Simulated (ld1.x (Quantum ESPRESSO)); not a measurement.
Scattering properties, PAW potential for Hg

- Element: Hg
- Generator: ld1.x (Quantum ESPRESSO) 7.5
- Type: PAW
- Functional: LDA (PZ)
- Relativity: scalar-relativistic
- Frozen core: [Xe] 4f14
- Valence charge: 12
- Reference configuration: 5d10 6s0 6p0 (charge +2)
- Partial waves: 6s (bound, empty): rcut 1.55, rcutus 2.15 bohr; 6s channel at -1.3 Ry: rcut 1.55, rcutus 2.15 bohr; 6p (bound, empty): rcut 1.60, rcutus 2.15 bohr; 6p channel at 1.25 Ry: rcut 1.60, rcutus 2.15 bohr; 5d (bound): rcut 2.00, rcutus 2.25 bohr; 5d channel at 1 Ry: rcut 2.00, rcutus 2.25 bohr
- Local potential: all-electron potential smoothed inside 1.65 bohr (lloc = -2)
- Core correction: Bessel-smoothed model core, default radius (core density twice the valence density)
- Augmentation charge: PSQ, inside the norm-conserving radii

The phase is arctan(r·u′/u) with u = r·R(r), unwrapped; energies in Ry, scanned from -4 to 5 Ry. A pole is an energy at which the radial function vanishes at the test radius. The pseudo phase is shifted by a multiple of π to meet the all-electron one at the reference energy, and phase errors are pseudo minus all-electron; the curves can meet again beyond the range given. Levels narrower than the energy grid can be missing from the lists of poles. Where the grid stepped over a known ghost or core level, its pole and its step of π were put in at the level’s energy.

Task: For each channel, where are the poles, and over which energies does the pseudopotential scatter like the atom?

Result:

| channel | radius (bohr) | reference energy (Ry) | poles, all-electron | poles, pseudo | unbroken range about the reference energy with phases within 0.05 rad | phase error 1 Ry above the reference energy (rad) |
| --- | --- | --- | --- | --- | --- | --- |
| s | 2.46 | -1.75 | 0.38 | 0.34, 0.74 | below 0.6 | -0.000 |
| p | 2.46 | -1.11 | 2.33 | -1.18, 2.34 | above -1.2 | +0.002 |
| d | 2.46 | -2.14 | -1.79 | -1.79, 3.81 | below 3.4 | +0.002 |

Note: ghost state, extra bound levels that the all-electron valence spectrum of the same l lacks: p at -16.0 eV. A true bound ghost makes a file unfit for plane-wave use.

Phases in the p channel:

```csv
E (Ry),all-electron,pseudo
-4.00,1.306,4.439
-3.76,1.291,4.425
-3.52,1.274,4.407
-3.28,1.253,4.387
-3.04,1.228,4.363
-2.80,1.199,4.333
-2.56,1.161,4.296
-2.32,1.114,4.249
-2.08,1.050,4.186
-1.84,0.963,4.098
-1.60,0.835,3.971
-1.36,0.639,3.776
-1.12,0.336,0.336
-0.88,-0.087,-0.085
-0.64,-0.522,-0.518
-0.40,-0.845,-0.841
-0.16,-1.054,-1.052
0.08,-1.191,-1.189
0.32,-1.284,-1.284
0.56,-1.352,-1.351
0.80,-1.403,-1.402
1.04,-1.442,-1.442
1.28,-1.475,-1.475
1.52,-1.502,-1.502
1.76,-1.525,-1.525
2.00,-1.546,-1.546
2.24,-1.564,-1.564
2.48,-1.581,-1.580
2.72,-1.597,-1.595
2.96,-1.612,-1.610
3.20,-1.627,-1.624
3.44,-1.641,-1.637
3.68,-1.656,-1.651
3.92,-1.671,-1.664
4.16,-1.687,-1.678
4.40,-1.703,-1.693
4.64,-1.722,-1.709
4.88,-1.743,-1.725
```
